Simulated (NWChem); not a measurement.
# Basis-set convergence for BCl

```xyz
2

B      0.0000     0.0000    -1.3311
Cl     0.0000     0.0000     0.3915
```
Charge 0, spin multiplicity 1.

Program: NWChem. The geometry was optimised at B3LYP/def2-SVP, a minimum by its harmonic frequencies.

Quantity: vertical ionisation energy at the level ΔHF (Δ: difference of total energies, the cation a doublet at the parent's geometry with its hole in an orbital of symmetry a1 (C2v labels); it is the state that the SCF runs reached, from PBE0 orbitals for Hartree-Fock references, and need not be the lowest).

The Pople sets run with spherical d functions. The structure started from a generated list of species. The stability of the SCF solutions was not checked. Open-shell Hartree-Fock references start from PBE0 orbitals; any time given for them includes that run.

Relative cost: rough, from shared machines, SCF included, STO-3G = 1.

```csv
basis,functions,vertical ionisation energy (eV),relative cost
STO-3G,14,…,1
3-21G,22,…,under 3
cc-pVDZ,32,9.09,under 3
6-31G*,32,…,under 3
pcseg-1,32,9.18,under 3
def2-TZVP,68,9.02,under 3
def2-TZVPD,83,9.02,under 3
aug-cc-pVTZ,96,9.03,6
cc-pVQZ,114,9.02,10
def2-QZVP,127,9.01,10
```

**Question.** What belongs in the gaps?

**Answer.** 
- STO-3G, vertical ionisation energy (eV): 7.38
- 3-21G, vertical ionisation energy (eV): 9.44
- 6-31G*, vertical ionisation energy (eV): 9.00
